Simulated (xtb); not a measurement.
acetic acid (C$_{2}$H$_{4}$O$_{2}$), singlet, at a GFN2-xTB geometry; GFN2-xTB run with xtb.

xtb was given this input:
```
$ xtb mol.xyz --gfn 2 --chrg 0 --uhf 0 --json

# file mol.xyz
8

C     -0.00315599     0.15499744     0.00211695
O      0.17039265     1.34242476     0.01690963
O     -1.22753391    -0.39207402     0.00355055
H     -1.90744240     0.29943580     0.01779441
C      1.07040744    -0.89412184    -0.01979608
H      2.04770176    -0.42261924    -0.02046975
H      0.96302272    -1.53432562     0.85236222
H      0.95033928    -1.51055050    -0.90729357
```

Output, abridged:

```
   ID    Z sym.   atoms
    1    6 C      1, 5
    2    8 O      2, 3
    3    1 H      4, 6-8

           -------------------------------------------------
          |                Calculation Setup                |
           -------------------------------------------------

           -------------------------------------------------
          |                 G F N 2 - x T B                 |
           -------------------------------------------------

          ...................................................
          :                      SETUP                      :
          :.................................................:
          :  # basis functions                  20          :
          :  # atomic orbitals                  20          :
          :  # shells                           12          :
          :  # electrons                        24          :
          :  max. iterations                   250          :
          :  Hamiltonian                  GFN2-xTB          :
          :  restarted?                      false          :
          :  GBSA solvation                  false          :
          :  PC potential                    false          :
          :  electronic temp.          300.0000000     K    :
          :  accuracy                    1.0000000          :
          :  -> integral cutoff          0.2500000E+02      :
          :  -> integral neglect         0.1000000E-07      :
          :  -> SCF convergence          0.1000000E-05 Eh   :
          :  -> wf. convergence          0.1000000E-03 e    :
          :  Broyden damping             0.4000000          :
          :  net charge                          0          :
          :  unpaired electrons                  0          :
          ...................................................

 iter      E             dE          RMSdq      gap      omega  full diag
   1    -14.5564120 -0.145564E+02  0.491E+00    6.21       0.0  T
   2    -14.5911124 -0.347004E-01  0.250E+00    4.97       1.0  T
   3    -14.5936061 -0.249365E-02  0.147E+00    5.42       1.0  T
   4    -14.5955536 -0.194750E-02  0.164E-01    5.18       1.0  T
   5    -14.5955745 -0.209021E-04  0.930E-02    5.24       1.0  T
   6    -14.5956208 -0.463073E-04  0.170E-02    5.21       2.1  T
   7    -14.5956220 -0.123398E-05  0.717E-03    5.21       4.9  T
   8    -14.5956221 -0.506620E-07  0.188E-03    5.21      18.8  T
   9    -14.5956221 -0.124328E-07  0.559E-04    5.21      63.3  T
  10    -14.5956221  0.442585E-09  0.350E-04    5.21     101.0  T

   *** convergence criteria satisfied after 10 iterations ***

         :::::::::::::::::::::::::::::::::::::::::::::::::::::
         ::                     SUMMARY                     ::
         :::::::::::::::::::::::::::::::::::::::::::::::::::::
         :: total energy             -14.459942521281 Eh    ::
         :: gradient norm              0.000054537079 Eh/a0 ::
         :: HOMO-LUMO gap              5.212431865259 eV    ::
         ::.................................................::
         :: SCC energy               -14.595621642471 Eh    ::
         :: -> isotropic ES            0.049078167661 Eh    ::
         :: -> anisotropic ES          0.001334769441 Eh    ::
         :: -> anisotropic XC          0.000292342893 Eh    ::
         :: -> dispersion             -0.002791816399 Eh    ::
         :: repulsion energy           0.135679121190 Eh    ::
         :: add. restraining           0.000000000000 Eh    ::
         :: total charge               0.000000000000 e     ::
         :::::::::::::::::::::::::::::::::::::::::::::::::::::

           -------------------------------------------------
          |                Property Printout                |
           -------------------------------------------------

    * Orbital Energies and Occupations

         #    Occupation            Energy/Eh            Energy/eV
      -------------------------------------------------------------
         1        2.0000           -0.7485075             -20.3679
         2        2.0000           -0.7218826             -19.6434
         3        2.0000           -0.6680055             -18.1774
         4        2.0000           -0.6203756             -16.8813
         5        2.0000           -0.5869567             -15.9719
         6        2.0000           -0.5827567             -15.8576
         7        2.0000           -0.5638953             -15.3444
         8        2.0000           -0.5005902             -13.6218
         9        2.0000           -0.4925193             -13.4021
        10        2.0000           -0.4891830             -13.3113
        11        2.0000           -0.4781512             -13.0112
        12        2.0000           -0.4273803             -11.6296 (HOMO)
        13                         -0.2358270              -6.4172 (LUMO)
        14                          0.0575295               1.5655
        15                          0.1541699               4.1952
        16                          0.1576344               4.2895
        17                          0.1869411               5.0869
        18                          0.2054851               5.5915
        19                          0.2725647               7.4169
        20                          0.6472640              17.6130
      -------------------------------------------------------------
                  HL-Gap            0.1915533 Eh            5.2124 eV
             Fermi-level           -0.3316036 Eh           -9.0234 eV

     #   Z          covCN         q      C6AA      α(0)
     1   6 C        2.686     0.366    20.796     7.463
     2   8 O        0.856    -0.407    21.812     6.262
     3   8 O        1.660    -0.380    20.455     6.105
     4   1 H        0.804     0.328     0.643     1.259
     5   6 C        3.753    -0.147    23.405     6.899
     6   1 H        0.925     0.076     2.018     2.221
     7   1 H        0.925     0.082     1.962     2.190
     8   1 H        0.925     0.082     1.962     2.190

 Mol. C6AA /au·bohr⁶  :        553.812502
 Mol. C8AA /au·bohr⁸  :      11870.554690
 Mol. α(0) /au        :         34.589873

Wiberg/Mayer (AO) data.
largest (>0.10) Wiberg bond orders for each atom

 ---------------------------------------------------------------------------
     #   Z sym  total        # sym  WBO       # sym  WBO       # sym  WBO
 ---------------------------------------------------------------------------
     1   6 C    3.914 --     2 O    1.772     3 O    1.126     5 C    0.995
     2   8 O    2.042 --     1 C    1.772     3 O    0.172
     3   8 O    2.194 --     1 C    1.126     4 H    0.868     2 O    0.172
     4   1 H    0.892 --     3 O    0.868
     5   6 C    3.991 --     1 C    0.995     6 H    0.983     7 H    0.962
                             8 H    0.962
     6   1 H    0.994 --     5 C    0.983
     7   1 H    0.993 --     5 C    0.962
     8   1 H    0.993 --     5 C    0.962
 ---------------------------------------------------------------------------

Topologies differ in total number of bonds
Writing topology from bond orders to xtbtopo.mol

molecular dipole:
                 x           y           z       tot (Debye)
 q only:       -0.142      -0.739      -0.009
   full:       -0.263      -0.754      -0.008       2.030
molecular quadrupole (traceless):
                xx          xy          yy          xz          yz          zz
 q only:        3.878      -3.354      -3.559      -0.076      -0.020      -0.319
  q+dip:        4.247      -4.442      -4.731      -0.087      -0.038       0.484
   full:        4.184      -4.450      -5.126      -0.083      -0.050       0.941

           -------------------------------------------------
          | TOTAL ENERGY              -14.459942521281 Eh   |
          | GRADIENT NORM               0.000054537079 Eh/α |
          | HOMO-LUMO GAP               5.212431865259 eV   |
           -------------------------------------------------

normal termination of xtb
```
